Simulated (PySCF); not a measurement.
Si(F)(Cl)(Me)2 (C₂H₆ClFSi), SMILES C[Si](C)(F)Cl.

Coordinates come from a ωB97X-D3(BJ)/def2-SVP optimisation.

Calculation: HF/def2-TZVP (PySCF).

Symmetry labels are those of the subgroup Cs that the program uses (full group Cs).

Computed valence orbital energies around the gap with their symmetry:
```json
[
 {"orbital": "HOMO−7", "symmetry": "A'", "energy (eV)": "-15.85"},
 {"orbital": "HOMO−6", "symmetry": "A\"", "energy (eV)": "-15.49"},
 {"orbital": "HOMO−5", "symmetry": "A'", "energy (eV)": "-15.48"},
 {"orbital": "HOMO−4", "symmetry": "A\"", "energy (eV)": "-15.24"},
 {"orbital": "HOMO−3", "symmetry": "A'", "energy (eV)": "-13.57"},
 {"orbital": "HOMO−2", "symmetry": "A\"", "energy (eV)": "-13.36"},
 {"orbital": "HOMO−1", "symmetry": "A'", "energy (eV)": "-12.70"},
 {"orbital": "HOMO", "symmetry": "A\"", "energy (eV)": "-12.01"},
 {"orbital": "LUMO", "symmetry": "A'", "energy (eV)": "3.36"},
 {"orbital": "LUMO+1", "symmetry": "A\"", "energy (eV)": "4.31"},
 {"orbital": "LUMO+2", "symmetry": "A'", "energy (eV)": "4.86"},
 {"orbital": "LUMO+3", "symmetry": "A'", "energy (eV)": "4.96"}
]
```
